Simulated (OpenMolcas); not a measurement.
# Tm2+ in CsCaBr3: curves along the breathing mode

Tm2+ with its 6 nearest bromide ions, on the Ca site of CsCaBr3 (a = 5.69 Å, distance in the model lattice 2.845 Å). The rest of the host is ab initio model potentials to 7.6 Å, with orthogonalisation functions on the cations behind the ligands, and point charges beyond; the distance is set by hand and nothing relaxes. Ligand basis ANO-RCC-VDZP.

```
Program             : OpenMolcas 26.06
Method              : CASSCF
Basis               : ANO-RCC-VDZP [7s6p4d2f1g]
Scalar Hamiltonian  : DKH2, point nucleus
Active space        : 13 electrons in 7 orbitals (4f)
State averaging     : 2S+1 = 2 odd, 7 roots
Spin-orbit coupling : RASSI with atomic mean-field integrals over the reference wave functions
```

Spin-free energies (labels of O, the rotations of Oh) in cm-1 above the lowest fitted minimum, as all ligands move together:

```json
{"R (Å)": "2.715", "2T1": "2760", "2T2": "2830", "2A2": "2820"}
{"R (Å)": "2.779", "2T1": "240", "2T2": "300", "2A2": "300"}
{"R (Å)": "2.843", "2T1": "360", "2T2": "420", "2A2": "430"}
{"R (Å)": "2.907", "2T1": "3060", "2T2": "3120", "2A2": "3140"}
{"R (Å)": "2.971", "2T1": "8380", "2T2": "8440", "2A2": "8460"}
{"R (Å)": "3.035", "2T1": "16460", "2T2": "16520", "2A2": "16540"}
{"R (Å)": "3.099", "2T1": "27550", "2T2": "27610", "2A2": "27630"}
```

Cubic fits give the following; the wavenumber is harmonic, with the mass of all moving ligands, small differences in it between states hang on the degree of the fit, a number in brackets counts states of one label, and the table is a selection of at most 14 states with clean curves.

| State | R0 (Å) | Breathing mode (cm-1) | Minimum (cm-1) |
| --- | --- | --- | --- |
| 2T1 | 2.810 | 209 | 0 |
| 2T2 | 2.810 | 209 | 70 |
| 2A2 | 2.809 | 209 | 70 |

For an f ion spin-orbit coupling outweighs the ligand field, so these spin-free curves are not those of observable levels.

Without dynamic correlation the ligand-field splitting of an f shell can come out too small, at times by half. No measured value stands beside these numbers.
